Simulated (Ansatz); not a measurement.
`CC[SiH](F)[SiH3]` + H₂ → `CC[SiH2][SiH3]` + H–F  (hydrogenolysis of the Si–F bond)

Computed with Ansatz on PBE0-D4/def2-TZVP structures; ΔE is electronic, products minus reactants. CBS: MP2 limit from def2 TZ/QZ plus the TZ coupled-cluster correction, frozen cores. This one scheme is used for every species. DFT in def2-TZVPP. B3LYP here is the variant with VWN-RPA as its local correlation; programs differ in this. Each species was taken in one conformer, which may not be the lowest.

```
           level  ΔE (kcal/mol)  difference from CCSD(T)/CBS
       r2SCAN-D4           27.6                          1.9
        B3LYP-D4           26.9                          1.2
        BHLYP-D4           27.1                          1.4
         ωB97X-V           26.5                          0.8
         ωB97M-V           26.7                          1.0
          B2PLYP           26.9                          1.2
             PBE           24.6                         -1.1
   CCSD/def2-SVP           22.0                         -3.7
CCSD(T)/def2-SVP           22.2                         -3.5
  MP2/def2-QZVPP           26.5                          0.8
     CCSD(T)/CBS           25.7                            0
```

(1) What do rigid-rotor, harmonic-oscillator terms from PBE0-D4/def2-TZVP frequencies (298.15 K, 1 bar) make of the CCSD(T)/CBS value? (Best estimate.)

Largest T1 diagnostic among the species: 0.011.

## Answers

(1) Ansatz gave: ΔZPE = +2.8 kcal/mol, ΔH = +27.9 kcal/mol, ΔS = 22 J/(mol·K), ΔG = +26.4 kcal/mol.

Leaving LDA and LC-ωPBE aside and taking each functional with its dispersion term where it has one, the values, not all of them listed here, spread over 3.6 kcal/mol, from HSE06-D4 to r2SCAN-D4. At CCSD(T), def2-SVP lies −3.5 kcal/mol from the extrapolated value and def2-TZVPP −0.6 kcal/mol.
